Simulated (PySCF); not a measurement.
# Mayer bond orders and bond lengths

Species: C₇H₉OP.
SMILES with atom numbers: `[cH:1]1[cH:2][o:3][c:4]([PH:5][CH:6]2[CH2:7][CH2:8]2)[cH:9]1` (hydrogens: H10 on C1; H11 on C2; H12 on P5; H13 on C6; H14, H15 on C7; H16, H17 on C8; H18 on C9)

Structure used (PBE0-D3(BJ)/def2-SVP), in Å, numbered top down from 1:
```
atom  x, y, z in Å
C1     3.7734    1.5055   -0.4179
C2     3.3126    0.4477    0.3093
O3     2.1984   -0.0603   -0.2449
C4     1.9127    0.6713   -1.3576
P5     0.4382    0.3079   -2.3475
C6    -0.8461    0.2908   -1.0396
C7    -1.6186    1.5585   -0.7967
C8    -2.2885    0.3984   -1.4577
C9     2.8588    1.6511   -1.5044
H10    4.6560    2.1045   -0.2047
H11    3.6666   -0.0412    1.2139
H12    0.6336   -1.1051   -2.4368
H13   -0.6283   -0.3243   -0.1606
H14   -1.8806    1.7961    0.2376
H15   -1.3780    2.4320   -1.4105
H16   -3.0229   -0.1789   -0.8898
H17   -2.5081    0.4755   -2.5270
H18    2.8888    2.3877   -2.3046
```

Bond orders from the PBE0/pcSseg-1 density (PySCF). The structure is a single PBE0-D3(BJ)/def2-SVP conformer in the gas phase; no vibrational or solvent corrections.

Question: Where do the orders between heavy atoms depart from those drawn in the SMILES?

Answer: The largest departure is 0.489, at O3–C4 (drawn aromatic, 1.011), counting aromatic bonds as 1.5. The bonds drawn aromatic range from 1.01 to 1.59.

Question: Set the Mayer orders of the bonds between heavy atoms beside their lengths.

Answer: 
| bond | drawn as | length (Å) | Mayer order |
| --- | --- | --- | --- |
| C1–C2 | aromatic | 1.364 | 1.590 |
| C2–O3 | aromatic | 1.344 | 1.101 |
| O3–C4 | aromatic | 1.362 | 1.011 |
| C4–P5 | single | 1.813 | 0.942 |
| P5–C6 | single | 1.833 | 0.948 |
| C6–C7 | single | 1.504 | 0.935 |
| C7–C8 | single | 1.494 | 0.981 |
| C4–C9 | aromatic | 1.370 | 1.572 |
| C9–C1 | aromatic | 1.428 | 1.267 |
| C8–C6 | single | 1.506 | 0.940 |

Bonds between the same two heavy elements. C–C: lowest C6–C7 (0.935, 1.504 Å), highest C1–C2 (1.590, 1.364 Å). C–O: lowest O3–C4 (1.011, 1.362 Å), highest C2–O3 (1.101, 1.344 Å). C–P: all 2 within 0.02 of one another (0.942 to 0.948).

Question: And the bonds to hydrogen?

Answer: C–H: 0.93 to 1.00 (8 bonds); H–P: 0.94 (1 bond).

Question: Sum the orders of all bonds at each heavy atom with more than one neighbour and set the sums beside the valence in the SMILES.

Answer: C1 3.843 (drawn 4), C2 3.674 (drawn 4), O3 2.112 (drawn 2), C4 3.525 (drawn 4), P5 2.828 (drawn 3), C6 3.755 (drawn 4), C7 3.822 (drawn 4), C8 3.826 (drawn 4), C9 3.835 (drawn 4). Orders between atoms that aren't bonded are not in these sums.

For a closed shell the Mayer order of atoms A and B is Σ (PS)μν (PS)νμ over the basis functions μ on A and ν on B, with P the density and S the overlap matrix.

These values come from a run that also computed NMR shieldings. The run took 43 s wall (grids of density and orbitals included) on an Arm Neoverse V1 with one thread, no GPU (shared host), and the process peaked at 1.0 GiB of memory.
